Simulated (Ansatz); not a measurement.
The first iterations of a band of BF2HO + H2 (7 atoms, charge 0, multiplicity 1).

All numbers below come from RKS B3LYP-D4/def2-SVP in Ansatz 0.2.0.

* movable images: 1
* climbing image: no
* spring: 5.0 eV/Å²
* optimiser: quadratic models (default)
* start path: through a guess of the saddle point
* force threshold: 0.05 eV/Å
* iteration limit: 60
* end points: relaxed

Initial state:

```xyz
7
Properties=species:S:1:pos:R:3
B -0.113 -0.493 -0.125
F -0.004 -0.769 1.174
O 0.954 -0.496 -0.945
H 1.781 -0.708 -0.494
F -1.311 -0.221 -0.609
H 0.222 2.372 0.820
H 0.189 1.889 1.407
```

Final state:

```xyz
7
Properties=species:S:1:pos:R:3
B -0.202 0.598 -0.489
F 0.334 -0.005 2.282
O 1.058 0.128 -0.272
H 1.185 -0.776 -0.602
F -1.093 -0.185 -1.084
H -0.479 1.717 -0.164
H 0.915 0.097 1.558
```

| iteration | highest image above the first end (eV) | largest band force component (eV/Å) |
| --- | --- | --- |
| 1 | 3.547 | 4.565 |
| 2 | 2.340 | 1.253 |
| 3 | 2.270 | 0.701 |
| 4 | 2.227 | 0.366 |
| 5 | 2.151 | 0.391 |

Does the band converge within its limit, and where does its top end?

It converged. It ended after 15 iterations with the highest image 2.027 eV above the first end. Neighbouring images differ by up to 2.0 eV, so the band resolves the path poorly. No image climbed, so the highest image needn't sit at the top of the path. So few images can step over the top or miss a turn of the path. The orbitals stay closed-shell, which can raise the energy where a bond breaks towards radicals; this wasn't checked here.

The run took 46 s on 1 thread of Intel(R) Xeon(R) Platinum 8175M CPU @ 2.50GHz (Skylake/Cascade Lake) (shared host), peak memory 0.14 GiB.
